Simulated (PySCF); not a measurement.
4-fluoro-1,3-thiazole (C3H2FNS), SMILES Fc1cscn1.

Coordinates come from a r2SCAN-D4/def2-SVP optimisation.

All values below come from TDA-PBE/def2-SVPD (PySCF 2.14.0).

Vertical excitations. Gas-phase values at a fixed geometry. State labels are in the subgroup Cs.

Computed UV-visible absorptions:
```
state  symmetry  energy (eV)  λ (nm)      f                                              main pairs
-----  --------  -----------  ------  -----  ------------------------------------------------------
S1           A"         5.16     240  0.000                                        HOMO−1→LUMO 99 %
S2           A'         5.33     232  0.070                                          HOMO→LUMO 80 %
S3           A"         5.35     232  0.002                                       HOMO→LUMO+1 100 %
S4           A'         6.16     201  0.042                    HOMO−1→LUMO+1 75 %, HOMO−2→LUMO 17 %
S5           A"         6.47     192  0.005                                        HOMO→LUMO+3 99 %
S6           A'         6.55     189  0.038  HOMO−2→LUMO 56 %, HOMO→LUMO+2 18 %, HOMO−1→LUMO+1 15 %
S7           A"         6.58     188  0.000                                      HOMO−2→LUMO+1 99 %
S8           A"         6.73     184  0.000                                        HOMO→LUMO+4 98 %
S9           A"         7.23     171  0.004                                        HOMO→LUMO+5 84 %
S10          A"         7.25     171  0.012  HOMO−3→LUMO 63 %, HOMO−1→LUMO+2 21 %, HOMO→LUMO+5 11 %
T1           A'         3.55     349      0                                          HOMO→LUMO 98 %
T2           A"         4.73     262      0                                        HOMO−1→LUMO 98 %
T3           A'         4.88     254      0                                        HOMO−2→LUMO 98 %
T4           A"         5.02     247      0                                        HOMO→LUMO+1 99 %
```
Triplets are in the Tamm–Dancoff approximation.
